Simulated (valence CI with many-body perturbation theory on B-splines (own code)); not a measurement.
**Br XXIX: calculated level list**

Level of theory: relativistic CI+MBPT: five valence electrons over a frozen Dirac-Fock core [He], radial functions for each j: 11 s, 11 p, 10 d, 8 f, 5 g, 2 h, with the one-electron correlation potential Σ1 (screened to all orders), the two-electron term Σ2, the three-electron term Σ3, Breit, model QED; selected single and double excitations, second order for the rest, scaled by the run's own slope (own B-spline code, finite nucleus).

The last digits are not significant, and no measured levels were compared; by estimate large intervals hold to a few tenths of a per cent, small ones and those within an open d or f shell to about a per cent. Among the levels kept, up to 5300 cm⁻¹ of a level comes from second order outside the variational space, and about a tenth of that is noise between levels of different J, which matters for small intervals.

Levels 91 to 135 of 209, with energies above the lowest level, (2s^2 2p1/2^2 2p3/2) J=3/2. "Leading %" is the weight of the configuration and term that name the level; weights of strongly mixed levels are sums over their largest components and can fall short. In the jj column 3d3/2^4 stands for four electrons in 3d with j = 3/2. Lifetimes count E1, E2, E3, M1 and M2 decay at the calculated energies, and are blank where another channel may lead or the interval is too uncertain; long ones can be off by a factor of two.

```
No.  Configuration  Term    J  E (eV)  Leading %                     Leading jj  Lifetime      g
 91      2s.2p3.3d   6D°  3/2  1994.7         79  2s 2p1/2^2 2p3/2 3d3/2 (60 %)    287 fs  1.761
 92      2s.2p3.3d   6D°  7/2  1994.8         73  2s 2p1/2^2 2p3/2 3d3/2 (39 %)   1.40 ps  1.509
 93     2s2.2p2.3d    2D  5/2  1995.1         63      2s^2 2p3/2^2 3d5/2 (80 %)   16.7 fs  1.171
 94     2s2.2p2.3d    2D  3/2  1996.0         83      2s^2 2p3/2^2 3d3/2 (85 %)   14.0 fs  0.823
 95      2s.2p3.3d   6D°  9/2  1996.6         79  2s 2p1/2^2 2p3/2 3d5/2 (66 %)    199 ps  1.498
 96      2s.2p3.3p    4F  5/2  1996.9         55  2s 2p1/2 2p3/2^2 3p1/2 (49 %)    189 fs  1.187
 97      2s.2p3.3s   4P°  3/2  1998.7         50     2s 2p1/2 2p3/2^2 3s (84 %)    164 fs  1.530
 98      2s.2p3.3p    4D  5/2  2002.9         36  2s 2p1/2^2 2p3/2 3p3/2 (51 %)   92.4 fs  1.224
 99      2s.2p3.3p    4D  3/2  2003.7         23  2s 2p1/2^2 2p3/2 3p3/2 (70 %)    118 fs  1.215
100      2s.2p3.3s   2P°  1/2  2004.4         56     2s 2p1/2 2p3/2^2 3s (84 %)   95.3 fs  0.818
101      2s.2p3.3p    4P  1/2  2006.6         43  2s 2p1/2^2 2p3/2 3p3/2 (69 %)    161 fs  1.519
102      2s.2p3.3s   2D°  5/2  2006.8         50     2s 2p1/2 2p3/2^2 3s (67 %)    156 fs  1.369
103      2s.2p3.3p    4F  7/2  2008.8         74  2s 2p1/2 2p3/2^2 3p3/2 (47 %)   7.86 ps  1.304
104      2s.2p3.3p    4D  5/2  2009.7         37  2s 2p1/2 2p3/2^2 3p3/2 (69 %)   91.2 fs  1.261
105      2s.2p3.3s   2D°  3/2  2009.8         62     2s 2p1/2 2p3/2^2 3s (74 %)   84.8 fs  1.024
106      2s.2p3.3d   4D°  5/2  2011.5         64  2s 2p1/2^2 2p3/2 3d5/2 (60 %)   41.4 fs  1.331
107      2s.2p3.3p    4D  7/2  2012.0         50  2s 2p1/2 2p3/2^2 3p1/2 (60 %)    135 fs  1.306
108      2s.2p3.3d   4D°  3/2  2013.6         67  2s 2p1/2^2 2p3/2 3d5/2 (61 %)   41.9 fs  1.128
109      2s.2p3.3p    4P  1/2  2016.2         49  2s 2p1/2 2p3/2^2 3p3/2 (65 %)   74.6 fs  1.719
110      2s.2p3.3d   4D°  7/2  2016.8         69  2s 2p1/2^2 2p3/2 3d3/2 (34 %)   21.2 fs  1.358
111      2s.2p3.3s   4S°  3/2  2017.1         50     2s 2p1/2 2p3/2^2 3s (82 %)    166 fs  1.709
112      2s.2p3.3d   4D°  1/2  2018.6         84  2s 2p1/2^2 2p3/2 3d5/2 (60 %)   25.7 fs  0.158
113      2s.2p3.3p    4P  3/2  2022.8         40  2s 2p1/2 2p3/2^2 3p3/2 (73 %)   69.4 fs  1.402
114      2s.2p3.3s   2P°  1/2  2023.0         53     2s 2p1/2 2p3/2^2 3s (85 %)   98.9 fs  1.261
115      2s.2p3.3p    4F  9/2  2023.7         99  2s 2p1/2 2p3/2^2 3p3/2 (99 %)   27.7 ps  1.328
116      2s.2p3.3p    4P  5/2  2023.7         73  2s 2p1/2 2p3/2^2 3p1/2 (86 %)    157 fs  1.506
117      2s.2p3.3p    4D  7/2  2024.4         53  2s 2p1/2 2p3/2^2 3p3/2 (96 %)    113 fs  1.290
118      2s.2p3.3p    2P  3/2  2028.4         59  2s 2p1/2 2p3/2^2 3p3/2 (89 %)   51.8 fs  1.290
119      2s.2p3.3p    4D  1/2  2031.4         65  2s 2p1/2 2p3/2^2 3p1/2 (92 %)    170 fs  0.312
120      2s.2p3.3p    4D  3/2  2037.5         44  2s 2p1/2 2p3/2^2 3p1/2 (80 %)    148 fs  1.048
121      2s.2p3.3p    2D  5/2  2038.0         59  2s 2p1/2 2p3/2^2 3p3/2 (92 %)   59.7 fs  1.227
122      2s.2p3.3d   4F°  3/2  2040.2         60  2s 2p1/2^2 2p3/2 3d3/2 (63 %)   50.0 fs  0.672
123      2s.2p3.3p    4P  1/2  2041.0         62  2s 2p1/2 2p3/2^2 3p1/2 (83 %)   74.5 fs  1.991
124      2s.2p3.3d   4G°  5/2  2041.4         54  2s 2p1/2^2 2p3/2 3d3/2 (79 %)   1.14 ps  0.781
125      2s.2p3.3p    2F  5/2  2043.8         27  2s 2p1/2 2p3/2^2 3p1/2 (63 %)    101 fs  1.146
126      2s.2p3.3s   2D°  5/2  2045.6         59           2s 2p3/2^3 3s (66 %)   88.8 fs  1.351
127      2s.2p3.3d   4G°  7/2  2045.9         42  2s 2p1/2^2 2p3/2 3d5/2 (69 %)    258 fs  1.108
128      2s.2p3.3d   4D°  1/2  2046.0         64  2s 2p1/2^2 2p3/2 3d3/2 (76 %)    115 fs  0.488
129      2s.2p3.3d   4F°  5/2  2048.1         63  2s 2p1/2^2 2p3/2 3d5/2 (50 %)   30.3 fs  1.107
130      2s.2p3.3p    4P  3/2  2048.2         42  2s 2p1/2 2p3/2^2 3p3/2 (94 %)    166 fs  1.492
131      2s.2p3.3p    2P  3/2  2049.3         42  2s 2p1/2 2p3/2^2 3p1/2 (67 %)   99.4 fs  1.466
132      2s.2p3.3s   2D°  3/2  2051.2         41           2s 2p3/2^3 3s (67 %)   94.4 fs  1.113
133      2s.2p3.3p    4P  5/2  2051.2         39  2s 2p1/2 2p3/2^2 3p3/2 (77 %)    138 fs  1.342
134      2s.2p3.3p    2P  1/2  2051.8         58  2s 2p1/2 2p3/2^2 3p3/2 (76 %)    140 fs  0.662
135      2s.2p3.3d   4D°  3/2  2052.5         56  2s 2p1/2 2p3/2^2 3d3/2 (37 %)   45.1 fs  1.250
```
